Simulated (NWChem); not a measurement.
System: C₃H₅N₃; SMILES N=c1[nH]cc[nH]1

**Question.** Give the equilibrium geometry at PBE0/def2-SVP (NWChem) as a list of bonds and angles, with the point group.

**Answer.** point group Cs; any orientation.
Bonded distances (Å): N1–C2 1.280, N1–H7 1.018, C2–N3 1.384, C2–N6 1.389, N3–C4 1.385, N3–H8 1.009, C4–C5 1.351, C4–H9 1.086, C5–N6 1.391, C5–H10 1.086, N6–H11 1.008. Bond angles (°): C2–N1–H7 111.4, N1–C2–N3 124.4, N1–C2–N6 132.6, N3–C2–N6 102.9, C2–N3–C4 111.5, C2–N3–H8 121.2, C4–N3–H8 127.2, N3–C4–C5 107.3, N3–C4–H9 122.6, C5–C4–H9 130.1, C4–C5–N6 107.0, C4–C5–H10 130.4, N6–C5–H10 122.6, C2–N6–C5 111.2, C2–N6–H11 123.1, C5–N6–H11 125.7.
